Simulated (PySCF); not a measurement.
Level of theory: B3LYP-D3(BJ)/def2-TZVP // PBE-D3(BJ)/def2-SVP run with PySCF. Gas-phase values, no solvent. One relaxed conformer stands for a flexible species; it need not be the lowest. B3LYP has the VWN-RPA correlation part, as in Gaussian. 

Reference species: [Zn(Cl)2] (neutral, multiplicity 1).

```json
{
 "mean_distance_from_the_central_atom_to_its_bonded_neighbours": "2.103 Å",
 "HOMO–LUMO gap": "6.75 eV",
 "LUMO": "-2.11 eV"
}
```

Changed species: [Zn(NH2)2] (2 of 2 Cl replaced by NH2; the reference has 0 of 2 Cl replaced by NH2).

Task: What does the change do to the mean distance from the central atom to its bonded neighbours, HOMO–LUMO gap and LUMO?

Result: the mean distance from the central atom to its bonded neighbours falls by 0.273 Å, to 1.830 Å; the HOMO–LUMO gap falls by 0.88 eV, to 5.87 eV; the LUMO increases by 1.35 eV, to -0.76 eV.
